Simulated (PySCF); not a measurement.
# Sc²⁺: excitation energy

Sc²⁺ [Ar] 3d1 (2D) → Sc²⁺ [Ar] 4s1 (2S), as a difference of total energies. All numbers are calculated (PySCF 2.14, the non-relativistic Hamiltonian (point nucleus), in aug-cc-pVTZ (8s7p5d3f2g, 93 functions)). The calculations carry no spin-orbit coupling.

```json
{"method": "UHF", "excitation energy (eV)": "3.143"}
{"method": "LDA", "excitation energy (eV)": "3.662"}
{"method": "PBE", "excitation energy (eV)": "3.755"}
{"method": "PBE0", "excitation energy (eV)": "3.767"}
{"method": "r2SCAN", "excitation energy (eV)": "3.987"}
{"method": "PW91", "excitation energy (eV)": "3.808"}
{"method": "B3LYP", "excitation energy (eV)": "3.645"}
{"method": "r2SCANh", "excitation energy (eV)": "3.953"}
{"method": "wB97X", "excitation energy (eV)": "4.051"}
```

A first-order spin-orbit estimate (lowest level to lowest level, LS coupling) adds 0.016 eV.
